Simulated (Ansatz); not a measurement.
`C[B](N)[GaH2]` + `[AsH3]` → `[GaH2][AsH2]` + `CBN` at 400 K and 1 bar (cleavage of the Ga–B bond).

Isolated molecules relaxed with PBE0-D4/def2-TZVP in Ansatz; ΔE leaves out vibrations. CBS: MP2 limit from def2 TZ/QZ plus the TZ coupled-cluster correction, frozen cores. For As, Ga outer-core shells are correlated without core-valence functions, which leaves a few kJ/mol of doubt a bond. Scalar relativity is left out up to krypton. Each species was taken in one conformer, which may not be the lowest.

| species | CCSD(T)/CBS energy (Eh) | H − E (kJ/mol) | S (J/(mol·K)) |
| --- | --- | --- | --- |
| `C[B](N)[GaH2]` | -2045.72929 | 246.7 | 384.8 |
| `[AsH3]` | -2236.79077 | 72.0 | 234.9 |
| `[GaH2][AsH2]` | -4161.33979 | 98.7 | 326.6 |
| `CBN` | -121.21267 | 224.0 | 296.9 |

H − E and S are ideal-gas, rigid-rotor, harmonic terms from PBE0-D4/def2-TZVP, for one conformer and one mirror image of each species. 1 Eh = 2625.50 kJ/mol, R = 8.31446 J/(mol·K).

Task: By hand: ΔE, ΔH, ΔS and ΔG.

Result: ΔE = (-4161.33979) + (-121.21267) − (-2045.72929) − (-2236.79077) = -0.03240 Eh = -85.1 kJ/mol. Δ(H − E) = 98.7 + 224.0 − 246.7 − 72.0 = 4.0, so ΔH = -81.1 kJ/mol. ΔS = 326.6 + 296.9 − 384.8 − 234.9 = 3.8 J/(mol·K). ΔG = -81.1 − 400 × (3.8)/1000 = -82.6 kJ/mol.

Task: By hand: the equilibrium constant, and the temperature at which ΔG would vanish if ΔH and ΔS stayed fixed.

Result: log₁₀ K = −ΔG/(RT ln 10) = 10.8. ΔH and −TΔS have one sign here, so there is no such temperature. One of them is within its doubt of zero, so this could turn.

The number of gas molecules stays the same, so ΔS is small and ΔH decides. A doubt of 5 kJ/mol in ΔE shifts log₁₀ K by 0.7 here. Other conformers and mirror images would add mixing entropy, several J/(mol·K) or more a flexible species. These are equilibria of isolated gas molecules and say nothing of rates. Largest T1 diagnostic: 0.013 (customary marks: 0.02 for closed shells, 0.045 for open ones).
